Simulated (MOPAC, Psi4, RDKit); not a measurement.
Relaxed torsion scan: SMILES Clc1cccc(-c2ccccc2)c1 (C12H9Cl). Scanned: dihedral C5–C6–C7–C8; all other coordinates were relaxed at GFN2-xTB. Points at φ and −φ are mirror images. Heavy atoms are numbered in the order of the SMILES Clc1cccc(-c2ccccc2)c1, hydrogens after them in the order of the atoms that carry them; the mirror image has the same energies with the sign of each dihedral reversed.

Levels of theory: AM1, restricted, heats of formation // GFN2-xTB (MOPAC); UFF // GFN2-xTB (RDKit); PBE-D3(BJ)/def2-SVP // GFN2-xTB (Psi4).

Energies relative to the lowest point of each profile, in kJ/mol:

```tsv
φ / °	AM1	UFF
-160	4.1	10.7
-140	0.0	0.0
-120	1.9	2.8
-100	4.2	9.0
-80	4.2	9.0
-60	1.9	2.9
-40	0.0	0.0
0	9.9	35.6
20	4.1	10.6
40	0.0	0.0
80	4.2	9.0
160	4.1	10.7
```

Task: What does PBE-D3(BJ)/def2-SVP give at the same points?

Result: -160: 1.4; -140: 0.0; -120: 4.7; -100: 10.8; -80: 10.8; -60: 4.7; -40: 0.0; 0: 4.3; 20: 1.4; 40: 0.0; 80: 10.8; 160: 1.4 (kJ/mol).
